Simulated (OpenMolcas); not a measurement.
**4f⁹ along the 63-electron sequence**

* Program: OpenMolcas
* Method: SS-CASPT2, IPEA 0.25 Eh, imaginary shift 0.1 Eh
* Basis: ANO-R2
* Scalar Hamiltonian: X2C, finite nucleus
* Spin-orbit coupling: state interaction with AMFI integrals over the reference wave functions, term energies averaged over their components

Active space for each ion: 9 electrons in 7 orbitals (4f); closed shells correlated by CASPT2: 5s 5p.

Computed levels in cm-1 above ⁶H°_15/2:

```csv
Level,Tb2+,Dy3+,Ho4+
⁶H°_13/2,2960,3580,4280
⁶H°_11/2,5030,6060,7180
⁶H°_9/2,6650,7990,9460
⁶F°_11/2,7040,8380,9610
⁶H°_7/2,7920,9520,11260
⁶F°_9/2,8210,9740,11120
⁶H°_5/2,8880,10670,12630
⁶F°_7/2,9830,11710,13510
⁶F°_5/2,11030,13160,15230
weight of ⁶H° in the lowest level (%),95,94,93
```

Measured, with the error of the calculation in %. Measured levels: Tb2+ from Martin, Zalubas and Hagan, Atomic Energy Levels: The Rare-Earth Elements, NSRDS-NBS 60 (1978).

```
   Level          Tb2+
⁶H°_13/2   2805 (+5.4)
⁶H°_11/2   4735 (+6.3)
 ⁶H°_9/2   6258 (+6.3)
⁶F°_11/2   6470 (+8.8)
 ⁶H°_7/2   7422 (+6.7)
 ⁶F°_9/2   7622 (+7.7)
 ⁶H°_5/2   8286 (+7.2)
 ⁶F°_5/2  10220 (+7.9)
```

The fine-structure level ⁶H°_5/2 changes by a factor of 1.42 from Tb2+ to Ho4+. Its fourth root runs 9.71, 10.16, 10.60, with steps per unit of Z of 0.46, 0.44; equal steps would mean a (Z - σ)^4 law with constant σ.

⁶F°_11/2 changes by a factor of 1.37 over the same range, with steps per unit of Z of +1340, +1230 cm-1.

CASPT2 does not keep the components of a term degenerate, so their means are used; among the terms shown or strongly mixed into the levels shown the widest spread is 160 cm-1 (4f⁹ ⁶H°, Tb2+). High states are left out of the spin-orbit mixing, which shifts the levels that they would mix with. Computed and measured levels are paired by configuration, term and J; levels that our copy of the source lacks, or whose pairing is in doubt (as where it misses far off the trend of its configuration), stay unpaired and out of the deviations. Levels of configurations outside the active space are missing.

° marks odd parity.
